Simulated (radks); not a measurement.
Results of a calculation; reference values are marked as such.
La54+, configuration [He] 2s1.

Level of theory: non-relativistic Kohn-Sham, LDA (Slater exchange, Perdew-Wang correlation), spin-unpolarised, spherical densities, point nucleus; relativity is left out, which matters for an element this heavy; without spin polarisation the odd electron is poorly described (a radial shooting solver on a logarithmic mesh with Libxc functionals).

Energy parts (eV):
| part | energy |
|---|---|
| total | -97732.53 |
| kinetic | 97723.61 |
| electron-nucleus | -197173.45 |
| Hartree | 2674.34 |
| exchange-correlation | -957.04 |

Orbitals (lengths in bohr, moments of r in powers of bohr; r(max) is where P^2 peaks):
orbital,occ.,eigenvalue (eV),r(max)
1s,2,-42524.53,0.01764
2s,1,-10325.16,0.09368

The highest occupied level is 2s at -10325.2 eV. The electron density at the nucleus is 1.232e+05 e/bohr^3. Summed over all electrons, <r^2> = 0.01541 bohr^2, which gives a Langevin (diamagnetic) susceptibility term of -0.0122 x 10^-6 cm^3/mol. For comparison, the ionisation energy in NIST's Atomic Spectra Database is 11033.4 eV (theoretical). In exact Kohn-Sham theory the highest level is minus the ionisation energy, but local and semilocal functionals leave it too shallow, through self-interaction and a potential that decays too fast; potentials with the right tail come closer. The density falls to 0.001 e/bohr^3 at r = 0.36 bohr. Virial ratio -V/T = 2.00009.
